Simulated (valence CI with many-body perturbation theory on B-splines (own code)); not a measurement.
Values are calculated unless marked as measured or tabulated.
**Dy XXXIV in three bases**

Level of theory: relativistic CI+MBPT: five valence electrons over a frozen Dirac-Fock core [Ar] 3d10, radial functions for each j: 9 s, 9 p, 8 d, 6 f, 3 g, 1 h, with the one-electron correlation potential Σ1 (screened to all orders), the two-electron term Σ2, the three-electron term Σ3, Breit, model QED; selected single and double excitations, second order for the rest, scaled by the run's own slope (own B-spline code, finite nucleus).

The last digits are not significant, and no measured levels were compared; by estimate large intervals hold to a few tenths of a per cent, small ones and those within an open d or f shell to about a per cent. Among the levels kept, up to 780 cm⁻¹ of a level comes from second order outside the variational space, and about a tenth of that is noise between levels of different J, which matters for small intervals.

The reference run has the lowest level (4s^2 4p1/2^2 4p3/2) J=3/2 and an ionisation energy of 1372.66 eV. Its largest variational space holds 20000 state functions.

Levels are named by their leading jj configuration (3d3/2^4 stands for four electrons in 3d with j = 3/2), which in mixed levels can hold well under half, so a name can repeat and another be missing. Letters in brackets count levels of one name in rising energy.

Changed runs:
A. basis 6 s, 6 p, 5 d, 3 f, 1 g
B. basis 5 s, 5 p, 4 d, 2 f

Excitation energies of the reference run in cm⁻¹, and shifts in cm⁻¹:

```tsv
Level	Reference	A	B
(4s^2 4p1/2 4p3/2^2) J=3/2	371778	-127	-483
(4s^2 4p1/2 4p3/2^2) J=5/2	408720	+14	+101
(4s^2 4p1/2 4p3/2^2) J=1/2	455164	+76	+368
(4s^2 4p3/2^3) J=3/2	833091	-33	-36
(4s 4p1/2^2 4p3/2^2) J=5/2	985905	-167	-654
(4s^2 4p1/2^2 4d3/2) J=3/2	1002350	+71	+459
(4s 4p1/2^2 4p3/2^2) J=1/2	1100680	+11	+84
(4s 4p1/2^2 4p3/2^2) J=3/2	1126040	+85	+426
(4s^2 4p1/2^2 4d5/2) J=5/2	1156610	+218	+1036
(4s 4p1/2 4p3/2^3) J=3/2	1366620	-158	-530
(4s^2 4p1/2 4p3/2 4d3/2) J=5/2 [a]	1379720	-5.7	+142
(4s^2 4p1/2 4p3/2 4d3/2) J=1/2 [a]	1381310	-69	-120
Ionisation energy (eV)	1372.66	-0.048	-0.18
```
